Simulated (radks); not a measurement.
La33+, configuration [Ar] 3d6 (the NIST ground configuration). All-electron calculation, Dirac Kohn-Sham, exchange-only B88, spin-unpolarised, spherical densities, finite nucleus; open shells fill j = l - 1/2 first; Fermi nuclear charge, rms radius 4.855 fm. Program: a radial shooting solver on a logarithmic mesh with Libxc functionals.

Normalised radial functions P(r) = r R(r) (large component), r in bohr:

| r | 3p3/2 | 3d5/2 |
|---|---|---|
| 0.002048 | 0.0102 | 0.0001 |
| 0.002603 | 0.0160 | 0.0001 |
| 0.003309 | 0.0250 | 0.0003 |
| 0.004207 | 0.0390 | 0.0005 |
| 0.005348 | 0.0604 | 0.0011 |
| 0.006798 | 0.0926 | 0.0021 |
| 0.008642 | 0.1405 | 0.0041 |
| 0.01099 | 0.2099 | 0.0081 |
| 0.01397 | 0.3078 | 0.0156 |
| 0.01775 | 0.4406 | 0.0297 |
| 0.02257 | 0.6113 | 0.0556 |
| 0.02869 | 0.8138 | 0.1016 |
| 0.03648 | 1.0255 | 0.1807 |
| 0.046 | 1.1936 | 0.3052 |
| 0.05848 | 1.2534 | 0.5033 |
| 0.07434 | 1.0993 | 0.7873 |
| 0.0945 | 0.6471 | 1.1544 |
| 0.1201 | -0.1074 | 1.5636 |
| 0.1527 | -1.0220 | 1.9221 |
| 0.1942 | -1.8036 | 2.0991 |
| 0.2468 | -2.1304 | 1.9815 |
| 0.3138 | -1.8721 | 1.5623 |
| 0.3989 | -1.2243 | 0.9844 |
| 0.5071 | -0.5721 | 0.4674 |
| 0.6446 | -0.1782 | 0.1548 |
| 0.8195 | -0.0335 | 0.0324 |
| 1.042 | -0.0034 | 0.0038 |
| 1.324 | -0.0002 | 0.0002 |
| 1.684 | 0.0000 | 0.0000 |

3p3/2: eigenvalue -2361.5 eV, 1 radial node at r = 0.117 bohr, <r> = 0.271 bohr, 90 % of the charge inside 0.403 bohr. 3d5/2: eigenvalue -2115.1 eV, 0 radial nodes, <r> = 0.242 bohr, 90 % of the charge inside 0.372 bohr.
